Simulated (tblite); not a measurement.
Compound: C5H11FN (charge +1).
Bonds: C1–C2, C2–C3, C3–F4, C2–N5 (double), N5–C6, N5–C7. Hydrogens: H8, H9, H10 on C1; H11, H12 on C3; H13, H14, H15 on C6; H16, H17, H18 on C7.
Bond orders are those of one Lewis drawing.

Computed with GFN2-xTB (tblite), gas phase: Langevin dynamics at 600 K from the optimised GFN2-xTB geometry, time step 0.5 fs, friction 0.01 fs⁻¹, 2000 steps. The instantaneous temperature is 2·E(kin)/(3Nk) with all 3N coordinates.

```
t (fs)  T (K)  E(pot) above start (eV)  C1–C2 (Å)  C2–C3 (Å)  C3–F4 (Å)  C2=N5 (Å)  N5–C6 (Å)  C1–H8 (Å)  C1–C2–C3–F4 (°)
     0    509                    0.000      1.478      1.500      1.362      1.290      1.446      1.093             -146
    25    310                    0.856      1.527      1.537      1.377      1.247      1.474      1.052             -145
    50    491                    0.796      1.492      1.528      1.390      1.292      1.516      1.075             -135
    75    339                    0.869      1.446      1.437      1.395      1.347      1.438      1.124             -144
   100    424                    1.134      1.430      1.465      1.393      1.345      1.437      1.148             -152
   125    520                    0.830      1.470      1.515      1.350      1.319      1.500      1.060             -143
   150    487                    1.298      1.467      1.489      1.307      1.265      1.425      1.109             -141
   175    625                    1.101      1.527      1.499      1.352      1.251      1.414      1.134             -133
   200    496                    1.242      1.483      1.518      1.360      1.306      1.397      1.114             -130
   225    424                    1.316      1.531      1.505      1.382      1.333      1.394      1.035             -126
   250    511                    1.309      1.492      1.519      1.381      1.261      1.419      1.044             -124
   275    588                    1.186      1.484      1.516      1.367      1.275      1.481      1.124             -119
   300    530                    1.372      1.485      1.479      1.405      1.316      1.452      1.080             -134
   325    520                    1.346      1.505      1.445      1.496      1.318      1.485      1.050             -137
   350    676                    1.364      1.506      1.446      1.401      1.317      1.505      1.094             -152
   375    574                    1.450      1.454      1.561      1.335      1.291      1.417      1.127             -153
   400    585                    1.507      1.496      1.573      1.373      1.316      1.455      1.117             -139
   425    554                    1.165      1.441      1.497      1.340      1.253      1.463      1.063             -142
   450    532                    1.191      1.502      1.586      1.361      1.292      1.443      1.149             -137
   475    558                    1.044      1.456      1.485      1.420      1.297      1.417      1.151             -138
   500    562                    1.242      1.497      1.571      1.408      1.343      1.536      1.060             -140
   525    731                    1.205      1.424      1.492      1.349      1.264      1.444      1.071             -136
   550    525                    1.539      1.493      1.668      1.358      1.305      1.520      1.169             -154
   575    630                    1.486      1.439      1.468      1.375      1.288      1.389      1.186             -160
   600    811                    1.562      1.406      1.571      1.349      1.340      1.508      1.041             -163
   625    861                    1.363      1.483      1.547      1.331      1.282      1.432      1.015              179
   650    614                    1.714      1.532      1.537      1.275      1.325      1.382      1.145              172
   675    756                    1.621      1.591      1.513      1.308      1.258      1.459      1.111             -175
   700    829                    1.774      1.477      1.481      1.486      1.269      1.418      1.027             -177
   725   1078                    1.741      1.491      1.512      1.453      1.359      1.466      1.128              164
   750    686                    1.918      1.489      1.414      1.268      1.332      1.415      1.181              161
   775    762                    1.613      1.523      1.518      1.369      1.267      1.522      1.095              151
   800    717                    1.729      1.485      1.520      1.452      1.280      1.519      1.035              159
   825    726                    1.528      1.485      1.493      1.376      1.334      1.430      1.151              154
   850    527                    1.734      1.504      1.542      1.340      1.359      1.425      1.194              127
   875    635                    1.103      1.488      1.480      1.344      1.313      1.470      1.083              146
   900    659                    0.917      1.516      1.523      1.385      1.274      1.482      1.039              154
   925    649                    1.246      1.506      1.597      1.394      1.246      1.492      1.155              162
   950    576                    1.307      1.495      1.429      1.340      1.251      1.462      1.222              176
   975    498                    1.472      1.486      1.511      1.400      1.339      1.437      1.152              158
  1000    646                    0.813      1.445      1.466      1.410      1.324      1.382      1.058              162
```

**Question.** From 500 fs on, how do temperature and potential energy compare with equipartition?

**Answer.** The mean temperature of these 21 frames is 689 K against the target 600 K, and the mean potential energy 1.46 eV against 48 × kT/2 = 1.24 eV for 48 classical harmonic modes. For 18 atoms in a canonical ensemble the temperature itself scatters by T·√(2/(3N)) = 115 K; here its standard deviation is 132 K. The whole run lasts only 10 friction times of 100 fs, so these averages carry a wide statistical error.

**Question.** What are the kinetic and total energies of the listed frame with the highest potential energy?

**Answer.** The one at 750 fs, 1.918 eV above the start. Its kinetic energy is 3NkT/2 = 1.597 eV at 686 K, so the sum is 3.51 eV; over the listed frames the sum runs from 1.18 to 4.25 eV, since the thermostat adds and removes energy.

**Question.** How much do the listed bonds fluctuate from 500 fs on?

**Answer.** 
```tsv
bond	at the start (Å)	mean (Å)	standard deviation (Å)
C1–C2	1.478	1.488	0.038
C2–C3	1.500	1.517	0.055
C3–F4	1.362	1.370	0.054
C2=N5	1.290	1.302	0.036
N5–C6	1.446	1.457	0.046
C1–H8	1.093	1.110	0.062
```

The motion is classical and holds no zero-point motion.

What follows is the cost of the whole dynamics run. Hardware: one thread of an Intel Xeon at 2.50 GHz (shared host). Cost: 34 s of wall time, 0.18 GiB resident at most.
